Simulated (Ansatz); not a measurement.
Geometry optimisation, Ansatz, RKS r2SCAN-D4/def2-mTZVP.

The input (input.yaml):

```yaml
crystal:
  periodic: [false, false, false]
  atoms:
    - { symbol: Si, position_ang: [0.431203, 0.057272, -0.807295] }
    - { symbol: O, position_ang: [-0.402898, 2.14236, 1.279332] }
    - { symbol: "N", position_ang: [1.838295, 0.593805, -0.211746] }
    - { symbol: H, position_ang: [0.529344, 2.063235, 1.015276] }
    - { symbol: H, position_ang: [-0.186713, 0.92094, -1.845904] }
    - { symbol: Si, position_ang: [-0.775862, -1.895493, -0.299632] }
    - { symbol: H, position_ang: [-0.660508, 3.024363, 0.977748] }
    - { symbol: H, position_ang: [2.328783, 0.024694, 0.476333] }
    - { symbol: H, position_ang: [-0.791771, -2.807374, -1.478225] }
    - { symbol: H, position_ang: [-2.179117, -1.538992, 0.045122] }
    - { symbol: H, position_ang: [-0.130955, -2.58471, 0.849091] }
basis:
  gaussian: { orbitals: def2-mTZVP }
hamiltonian:
  xc: r2scan
  dispersion: d4
relax:
  f_tol: 0.03
  max_steps: 50
```

Run as:

```bash
$ ansatz run input.yaml --threads 4 --pin off --max-ram 5120MiB --backend cpu --events-out ev --progress --plain --runs-dir out
```

**Question.** Where does it end, and by what steps?

**Answer.** The run converged. After 10 steps the energy has fallen by 0.233 eV; H7 moved furthest, 0.81 Å. Joined: Si1–O2 (3.07 → 2.05 Å).

```json
{"step": "0", "energy less start (eV)": "0.0000", "largest force component (eV/Å)": "0.110", "accepted": "yes"}
{"step": "1", "energy less start (eV)": "-0.0202", "largest force component (eV/Å)": "0.791", "accepted": "yes"}
{"step": "2", "energy less start (eV)": "-0.0507", "largest force component (eV/Å)": "0.790", "accepted": "yes"}
{"step": "3", "energy less start (eV)": "-0.1017", "largest force component (eV/Å)": "0.980", "accepted": "yes"}
{"step": "4", "energy less start (eV)": "-0.1767", "largest force component (eV/Å)": "0.757", "accepted": "yes"}
{"step": "5", "energy less start (eV)": "-0.2171", "largest force component (eV/Å)": "0.395", "accepted": "yes"}
{"step": "6", "energy less start (eV)": "-0.1304", "largest force component (eV/Å)": "0.588", "accepted": "no"}
{"step": "7", "energy less start (eV)": "-0.2307", "largest force component (eV/Å)": "0.175", "accepted": "yes"}
{"step": "8", "energy less start (eV)": "-0.2319", "largest force component (eV/Å)": "0.086", "accepted": "yes"}
{"step": "9", "energy less start (eV)": "-0.2324", "largest force component (eV/Å)": "0.071", "accepted": "yes"}
{"step": "10", "energy less start (eV)": "-0.2328", "largest force component (eV/Å)": "0.019", "accepted": "yes"}
```

```xyz
11
Properties=species:S:1:pos:R:3
Si 0.394 0.342 -0.538
O -0.382 1.583 0.892
N 1.933 0.688 -0.135
H 0.552 1.832 1.111
H -0.230 1.146 -1.633
Si -0.805 -1.655 -0.180
H -0.799 2.377 0.515
H 2.542 -0.006 0.286
H -0.748 -2.512 -1.399
H -2.241 -1.384 0.122
H -0.215 -2.411 0.959
```

Whether the end is a true minimum wasn't checked by a vibrational analysis.

Run time: 38 s on 4 threads of Arm Neoverse N1, with other jobs on the host, peak memory 0.17 GiB.
